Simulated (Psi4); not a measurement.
CHO3 (SMILES O=C([O-])O), charge -1, singlet, geometry from GFN2-xTB (a gas-phase anion, which may not be bound at this level); B3LYP/cc-pVDZ in Psi4 1.11.

The Psi4 input:
```
memory 2 GB

molecule mol {
-1 1
  O     1.133934   -0.595474    0.060069
  C    -0.172049    0.046248   -0.010546
  O    -0.117490    1.273465    0.033117
  O    -1.108087   -0.728969   -0.101257
  H     1.765446    0.130336    0.127853
}

set basis cc-pvdz
set reference rks

energy('b3lyp')
print_variables()
```

Problem. Predict the main parts of the log of this Psi4 run.

Solution. 
```
   => Loading Basis Set <=

    Name: CC-PVDZ
    Role: ORBITAL
    Keyword: BASIS

         ---------------------------------------------------------
                                   SCF
               by Justin Turney, Rob Parrish, Andy Simmonett
                          and Daniel G. A. Smith
                              RKS Reference
         ---------------------------------------------------------

  ==> Geometry <==

    Molecular point group: c1
    Full point group: C1

    Geometry (in Angstrom), charge = -1, multiplicity = 1:

       Center              X                  Y                   Z               Mass
    ------------   -----------------  -----------------  -----------------  -----------------
         O            1.162644862987    -0.593358055772     0.062147835248    15.994914619570
         C           -0.143338137013     0.048363944228    -0.008467164752    12.000000000000
         O           -0.088779137013     1.275580944228     0.035195835248    15.994914619570
         O           -1.079376137013    -0.726853055772    -0.099178164752    15.994914619570
         H            1.794156862987     0.132451944228     0.129931835248     1.007825032230

  Running in c1 symmetry.

  Rotational constants: A =      0.41940  B =      0.38236  C =      0.20001 [cm^-1]
  Rotational constants: A =  12573.36626  B =  11462.94425  C =   5996.25289 [MHz]
  Nuclear repulsion =  113.519557690566401

  Charge       = -1
  Multiplicity = 1
  Electrons    = 32
  Nalpha       = 16
  Nbeta        = 16

  ==> Algorithm <==

  SCF Algorithm Type is DF.
  DIIS enabled.
  MOM disabled.
  Fractional occupation disabled.
  Guess Type is SAD.
  Energy threshold   = 1.00e-06
  Density threshold  = 1.00e-06
  Integral threshold = 1.00e-12

  ==> Primary Basis <==

  Basis Set: CC-PVDZ
    Blend: CC-PVDZ
    Number of shells: 27
    Number of basis functions: 61
    Number of Cartesian functions: 65
    Spherical Harmonics?: true
    Max angular momentum: 2

  ==> DFT Potential <==

   => LibXC <=

    Version 7.1.2
    S. Lehtola, C. Steigemann, M. J. T. Oliveira, and M. A. L. Marques,  SoftwareX 7, 1–5 (2018) (10.1016/j.softx.2017.11.002)

   => Composite Functional: B3LYP <=

    B3LYP Hyb-GGA Exchange-Correlation Functional

    P. J. Stephens, F. J. Devlin, C. F. Chabalowski, and M. J. Frisch,  J. Phys. Chem. 98, 11623 (1994) (10.1021/j100096a001)

    Deriv               =              1
    GGA                 =           TRUE
    Meta                =          FALSE

    Exchange Hybrid     =           TRUE
    MP2 Hybrid          =          FALSE

   => Exchange Functionals <=

    0.0800   Slater exchange
    0.7200         Becke 88

   => Exact (HF) Exchange <=

    0.2000               HF

   => Correlation Functionals <=

    0.1900   Vosko, Wilk & Nusair (VWN5_RPA)
    0.8100   Lee, Yang & Parr

   => LibXC Density Thresholds  <==

    XC_HYB_GGA_XC_B3LYP:  1.00E-15

   => Molecular Quadrature <=

    Radial Scheme          =       TREUTLER
    Pruning Scheme         =           NONE
    Nuclear Scheme         =       TREUTLER

    Blocking Scheme        =         OCTREE
    BS radius alpha        =              1
    Pruning alpha          =              1
    Radial Points          =             75
    Spherical Points       =            302
    Total Points           =         107995
    Total Blocks           =            872
    Max Points             =            256
    Max Functions          =             61
    Weights Tolerance      =       1.00E-15

   => Loading Basis Set <=

    Name: (CC-PVDZ AUX)
    Role: JKFIT
    Keyword: DF_BASIS_SCF

  ==> Integral Setup <==

  SCF_SUBTYPE=INCORE selected. In-core MEM_DF algorithm will be used.
  Using in-core AOs.

  ==> MemDFJK: Density-Fitted J/K Matrices <==

    J tasked:                   Yes
    K tasked:                   Yes
    wK tasked:                   No
    Algorithm:                 Core
    Schwarz Cutoff:           1E-12
    Mask sparsity (%):       0.0000
    Fitting Condition:        1E-10

   => Auxiliary Basis Set <=

  Basis Set: (CC-PVDZ AUX)
    Blend: CC-PVDZ-JKFIT
    Number of shells: 105
    Number of basis functions: 303
    Number of Cartesian functions: 349
    Spherical Harmonics?: true
    Max angular momentum: 3

  Minimum eigenvalue in the overlap matrix is 1.3364222732E-02.
  Reciprocal condition number of the overlap matrix is 3.3437322806E-03.
    Using symmetric orthogonalization.

  ==> Pre-Iterations <==

  SCF Guess: Superposition of Atomic Densities via on-the-fly atomic UHF (no occupation information).

   -------------------------
    Irrep   Nso     Nmo
   -------------------------
     A         61      61
   -------------------------
    Total      61      61
   -------------------------

  ==> Iterations <==

                           Total Energy        Delta E     RMS |[F,P]|

   @DF-RKS iter SAD:  -263.84723530929318   -2.63847e+02   0.00000e+00
   @DF-RKS iter   1:  -264.13165253263037   -2.84417e-01   1.51589e-02 DIIS/ADIIS
   @DF-RKS iter   2:  -263.90422411400846    2.27428e-01   1.99650e-02 DIIS/ADIIS
   @DF-RKS iter   3:  -264.44087417179304   -5.36650e-01   1.93964e-03 DIIS/ADIIS
   @DF-RKS iter   4:  -264.44602078831406   -5.14662e-03   7.41135e-04 DIIS/ADIIS
   @DF-RKS iter   5:  -264.44662418142531   -6.03393e-04   3.08863e-04 DIIS/ADIIS
   @DF-RKS iter   6:  -264.44675766342709   -1.33482e-04   5.45053e-05 DIIS
   @DF-RKS iter   7:  -264.44676062579919   -2.96237e-06   3.34412e-05 DIIS
   @DF-RKS iter   8:  -264.44676219521165   -1.56941e-06   3.83941e-06 DIIS
   @DF-RKS iter   9:  -264.44676221728463   -2.20730e-08   3.13765e-07 DIIS
  Energy and wave function converged.

  ==> Post-Iterations <==

   Electrons on quadrature grid:
      Ntotal   =   32.0000003452 ; deviation = 3.452e-07

    Orbital Energies [Eh]
    ---------------------

    Doubly Occupied:

[...]
      16A      0.002269

    Virtual:

[...]
    Final Occupation by Irrep:
              A
    DOCC [    16 ]
    NA   [    16 ]
    NB   [    16 ]

  @DF-RKS Final Energy:  -264.44676221728463

   => Energetics <=

    Nuclear Repulsion Energy =            113.5195576905664012
    One-Electron Energy =                -597.0199608082318719
    Two-Electron Energy =                 244.8868056362538255
    DFT Exchange-Correlation Energy =     -25.8331647358729768
    Empirical Dispersion Energy =           0.0000000000000000
    VV10 Nonlocal Energy =                  0.0000000000000000
    Total Energy =                       -264.4467622172846291

Computation Completed

Properties will be evaluated at   0.000000,   0.000000,   0.000000 [a0]

Properties computed using the SCF density matrix

 Multipole Moments:

 ------------------------------------------------------------------------------------
     Multipole            Electronic (a.u.)      Nuclear  (a.u.)        Total (a.u.)
 ------------------------------------------------------------------------------------

 L = 1.  Multiply by 2.5417464519 to convert [e a0] to [Debye]
 Dipole X            :         -0.7909997            1.6819408            0.8909411
 Dipole Y            :         -0.0459706            0.1239552            0.0779846
 Dipole Z            :         -0.0568809            0.1217983            0.0649174
 Magnitude           :                                                    0.8967006

 ------------------------------------------------------------------------------------

  Variable Map:
  ----------------------------------------------------------------------------
[...]
  Array Variable Map:
  ----------------------------------------------------------------------------
[...]
[...]
```
